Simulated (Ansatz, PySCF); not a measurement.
Species: boron monoxide dimer, B2O2, net charge 0, singlet state. 
Geometry from a B3LYP-D3(BJ)/def2-TZVP (Ansatz, a quantum-chemistry and plane-wave program) optimisation:
SMILES: O=BB=O
```xyz
4

O      0.0000     0.0000    -2.0159
B      0.0000     0.0000    -0.8179
B      0.0000     0.0000     0.8179
O      0.0000     0.0000     2.0159
```

Total electronic energies in hartree. Cores are frozen in the correlated levels unless marked. No spin-orbit coupling. Non-relativistic unless marked X2C. CBS(X,Y): correlation extrapolated as X^-3; Hartree-Fock from the larger set.

```tsv
level	program	energy (Eh)
HF/aug-cc-pVTZ	Ansatz	-199.25626
RI-HF/cc-pVTZ	Ansatz	-199.25514
RI-HF/aug-cc-pVQZ	Ansatz	-199.26990
BLYP-D4/def2-TZVPD	Ansatz + dftd4	-200.30246
BLYP/def2-TZVPD	Ansatz	-200.29747
revPBE-D3(BJ)/def2-TZVPD	Ansatz + dftd3	-200.26503
BP86-D3(BJ)/def2-TZVPD	PySCF + dftd3	-200.31443
M06-L/def2-TZVPD	PySCF	-200.29024
B3LYP-D3(BJ)/def2-TZVPD	Ansatz + dftd3	-200.33033
PBE0/STO-3G	Ansatz	-197.33849
PBE0/def2-SVP	Ansatz	-199.85172
PBE0-D3(BJ)/def2-TZVPD	Ansatz + dftd3	-200.08215
r2SCANh-D4/def2-TZVPD	Ansatz + dftd4	-200.19479
r2SCANh/def2-TZVPD	Ansatz	-200.19424
wB97M-V/def2-TZVPD	Ansatz	-200.26565
RPA@PBE/cc-pVQZ	Ansatz	-200.28431
MP2/STO-3G	Ansatz	-196.77490
MP2/cc-pVDZ	Ansatz	-199.72243
MP2/cc-pVTZ	Ansatz	-199.89763
MP2/cc-pVQZ	Ansatz	-199.95944
SCS-MP2/cc-pwCVTZ	Ansatz	-199.89728
X2C-CCSD(T)/cc-pVTZ-DK	Ansatz	-200.04167
CCSD(T)/CBS(cc-pVTZ,cc-pVQZ)	Ansatz	-200.0151
```

Totals of different functionals don't rank their quality; only differences between species are comparable.
